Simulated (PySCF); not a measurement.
C₂H₄ClFOSi, SMILES CC(=O)[Si@@H](F)Cl. Geometry: B3LYP-D3(BJ)/def2-SVP. The structure was generated by enumeration; whether it is a known compound was not checked. Other conformers were not sampled.

Computed equilibrium geometry at B3LYP-D3(BJ)/def2-SVP (PySCF confirms it by a frequency run) as a Z-matrix (one conformer of several):
```
C
O 1 1.2141
C 1 1.5078 2 123.72
H 3 1.0992 1 110.45 2 -1.41
H 3 1.1031 4 110.61 1 121.67
H 3 1.1036 4 110.24 5 117.66
Si 1 1.9249 2 116.91 3 178.12
F 7 1.6258 1 109.32 2 138.13
H 7 1.4761 8 109.34 1 123.20
Cl 7 2.0669 9 110.48 8 -118.48
```
Charge 0, spin multiplicity 1.
